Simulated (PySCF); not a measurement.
## RuO(OH) + F₂ → RuO₂F + HF

Level: PBE0 in the def2-TZVP basis family, computed in PySCF with density fitting; scalar-relativistic core potentials for atoms from Rb on, none lighter, no spin–orbit coupling; open shells unrestricted.

| species | state and structure | E (Eh) | ZPE (kJ/mol) | H(298 K) − H(0) (kJ/mol) | S° (J/(mol K)) |
| --- | --- | --- | --- | --- | --- |
| RuO(OH) | doublet, Cs, O–H 0.957 Å, Ru–O 1.620 Å, Ru–O 1.816 Å; H–O–Ru 147.4°, O–Ru–O 159.0° | -245.80388 | 41.1 | 13.2 | 286.3 |
| F₂ | singlet, D∞h, F–F 1.376 Å | -199.40856 | 6.6 | 8.7 | 201.9 |
| RuO₂F | doublet, C2v, Ru–F 1.839 Å, Ru–O 1.644 Å (×2); F–Ru–O 117.2° (×2), O–Ru–O 125.5° | -345.01505 | 20.1 | 14.8 | 306.2 |
| HF | singlet, C∞v, H–F 0.920 Å | -100.39188 | 24.9 | 8.7 | 173.6 |

(1) What is the electronic reaction energy?

(2) Add zero-point, thermal and entropy terms for 298.15 K and 1 bar.

Answers

(1) At PBE0/def2-TZVP, ΔE = -510.6 kJ/mol from the differences of the total energies times 2625.5, downhill. 

(2) ΔZPE = -2.7 and Δ[H(298) − H(0)] = 1.6 kJ/mol give ΔH° = -511.7 kJ/mol. ΔS° = -8.4 J/(mol K), so ΔG° = -511.7 − 298.15 × (-0.0084) = -509 kJ/mol.

Open d or f shells are single determinants, so the state found may not be the ground state. Only the bonding shown was studied: isomers, or loss of a ligand pair, can lie lower.
